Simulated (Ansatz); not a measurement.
Basis sets compared for the cluster Al3Si (the lowest doublet isomer of a short search). Total charge 0; doublet. Geometry PBE0-D4/def2-TZVP. Ansatz on 4 threads of Intel Xeon 6975P-C on a shared host; times are rough, and most runs start from earlier orbitals.

```xyz
4

Al   -1.036   -0.808   -0.544
Al    0.214   -1.243    1.640
Al   -0.100    1.331   -1.580
Si    0.922    0.719    0.485
```

The structure comes from a short search, and lower isomers may exist.

Binding counts from free atoms (Al doublet, Si triplet) in the same basis, without a counterpoise term.

```csv
level,functions,energy (Eh),HOMO (eV),LUMO (eV),binding per atom (eV),wall time
PBE-D4/def2-SVP,72,-1015.8514,-4.79,-4.26,2.06,0.55 s
PBE-D4/def2-TZVP,148,-1016.2088,-4.70,-4.19,2.06,1.1 s
r2SCAN-D4/def2-TZVP,148,-1016.6302,-4.88,-3.88,2.02,5.5 s
PBE0-D4/def2-SVP,72,-1015.9291,-5.57,-3.53,1.93,1 s
PBE0-D4/def2-TZVP,148,-1016.2821,-5.47,-3.43,1.94,3.5 s
```

Task: Estimate the rows for PBE-D4/def2-TZVPD, r2SCAN-D4/def2-TZVPD, PBE0-D4/def2-TZVPD.

Result: 
```
               level  functions  energy (Eh)  HOMO (eV)  LUMO (eV)  binding per atom (eV)  wall time
   PBE-D4/def2-TZVPD        172   -1016.2092      -4.70      -4.19                   2.06      1.7 s
r2SCAN-D4/def2-TZVPD        172   -1016.6307      -4.87      -3.87                   2.02      7.5 s
  PBE0-D4/def2-TZVPD        172   -1016.2826      -5.46      -3.44                   1.95      4.6 s
```
